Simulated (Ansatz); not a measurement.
Start from `[CH3][AlH][CH]1CC1` and change one atom or group to get `CC1CC1`.

Ansatz, PBE0-D4/def2-TZVP geometries, multiplicity 1. Each molecule was computed in one conformer, which needn't be the lowest.

```
                                      property  `[CH3][AlH][CH]1CC1`
            LUMO energy (PBE0/def2-TZVPP) / eV                 -0.80
           LUMO energy (B3LYP/def2-TZVPP) / eV                 -1.03
           HOMO energy (B3LYP/def2-TZVPP) / eV                 -7.22
size of the dipole moment (PBE/def2-TZVPP) / D                  0.77
            HOMO energy (PBE0/def2-TZVPP) / eV                 -7.43
           HOMO–LUMO gap (PBE/def2-TZVPP) / eV                  4.62
```

Problem. What does the change do to each property? (Estimate.)

Solution. Computed: 
```
                                      property  `CC1CC1`  shift
            LUMO energy (PBE0/def2-TZVPP) / eV      1.58   2.38
           LUMO energy (B3LYP/def2-TZVPP) / eV      1.23   2.26
           HOMO energy (B3LYP/def2-TZVPP) / eV     -7.68  -0.46
size of the dipole moment (PBE/def2-TZVPP) / D      0.14  -0.63
            HOMO energy (PBE0/def2-TZVPP) / eV     -7.89  -0.46
           HOMO–LUMO gap (PBE/def2-TZVPP) / eV      7.38   2.76
```

With PBE0 the HOMO falls by 0.46 eV and the LUMO rises by 2.38 eV, so the gap widens by about 2.84 eV. PBE moves the HOMO by -0.40 eV and ωB97M-V by -0.52 eV. Dipoles are sizes alone; their direction can turn.

B3LYP here is the variant with VWN-RPA as its local correlation; programs differ in this.
